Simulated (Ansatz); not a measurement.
Consider the ligand exchange at a Ge–Se bond: `[OH][GeH2][SeH]` + CH₃OH → `C[O][GeH2][OH]` + H₂Se.

Gas-phase electronic energies from Ansatz, PBE0-D4/def2-TZVP geometries. CCSD(T)/CBS adds triple-zeta CCSD(T) − MP2 to the extrapolated MP2 energy (def2 sets, frozen cores). This one scheme is used for every species. Functionals use def2-TZVPP. B3LYP here is the variant with VWN-RPA as its local correlation; programs differ in this. HSE06 is defined as in plane-wave codes. For Ge, Se outer-core shells are correlated without core-valence functions, which leaves a few kJ/mol of doubt a bond. Scalar relativity is left out up to krypton. Each species was taken in one conformer, which may not be the lowest.

`[OH][GeH2][SeH]`:

Cartesian coordinates in Å:
```
O -0.394 -0.133 -1.559
Ge 0.605 -0.105 -0.090
Se -0.625 0.698 1.748
H -0.876 0.689 -1.685
H 1.037 -1.563 0.089
H 1.781 0.875 -0.234
H -1.528 -0.460 1.732
```

CH₃OH:

Z-matrix (Å, degrees):
```
C
O 1 1.409
H 1 1.097 2 112.4
H 1 1.090 2 107.0 3 -118.5
H 1 1.097 2 112.4 3 123.0
H 2 0.959 1 108.5 3 -61.6
```

`C[O][GeH2][OH]`:

```xyz
10

C     0.269   -1.543    0.496
O    -0.606   -0.477    0.221
Ge    0.010    0.963   -0.616
O    -1.185    2.227   -0.319
H     0.531   -2.105   -0.410
H    -0.233   -2.226    1.184
H     1.201   -1.207    0.971
H     1.387    1.294    0.000
H     0.041    0.776   -2.138
H    -1.415    2.298    0.611
```

H₂Se:

```xyz
3

Se   -0.673   -0.122    0.002
H     0.330    0.082   -1.049
H     0.344    0.041    1.047
```

```tsv
level	ΔE (kJ/mol)	difference from CCSD(T)/CBS
revPBE-D4	35.5	6.7
BLYP-D4	28.5	-0.3
r2SCAN-D4	30.6	1.8
B97M-V	22.0	-6.8
PBE0-D4	37.6	8.8
B3LYP-D4	29.4	0.6
r2SCANh-D4	31.6	2.8
r2SCAN0-D4	32.8	4.0
HSE06-D4	38.0	9.2
BHLYP-D4	28.9	0.1
ωB97X-V	25.4	-3.4
ωB97M-V	28.3	-0.5
B2PLYP	26.8	-2.0
PBE-QIDH	32.7	3.9
PBE	37.5	8.7
revPBE	38.9	10.1
BLYP	29.2	0.4
r2SCAN	30.9	2.1
PBE0	37.7	8.9
B3LYP	29.4	0.6
r2SCANh	31.8	3.0
r2SCAN0	33.0	4.2
HSE06	38.0	9.2
BHLYP	27.1	-1.7
CAM-B3LYP	22.9	-5.9
LC-ωPBE	28.6	-0.2
HF/def2-SVP	19.7	-9.1
MP2/def2-SVP	17.6	-11.2
CCSD/def2-SVP	15.2	-13.6
CCSD(T)/def2-SVP	15.0	-13.8
HF/def2-TZVPP	22.2	-6.6
MP2/def2-TZVPP	27.3	-1.5
SCS-MP2/def2-TZVPP	23.0	-5.8
CCSD/def2-TZVPP	23.8	-5.0
CCSD(T)/def2-TZVPP	24.2	-4.6
HF/def2-QZVPP	21.0	-7.8
MP2/def2-QZVPP	29.6	0.8
SCS-MP2/def2-QZVPP	24.9	-3.9
HF/CBS(def2)	20.8	-8.0
CCSD/CBS(def2)	28.4	-0.4
CCSD(T)/CBS	28.8	0
```

Largest T1 diagnostic among the species: 0.012.

At CCSD(T), def2-SVP lies −13.8 kJ/mol from the extrapolated value and def2-TZVPP −4.6 kJ/mol. Leaving LDA and LC-ωPBE aside and taking each functional with its dispersion term where it has one, the values spread over 16.0 kJ/mol, from B97M-V to HSE06-D4. LDA lies −5.2 kJ/mol from PBE without D4.
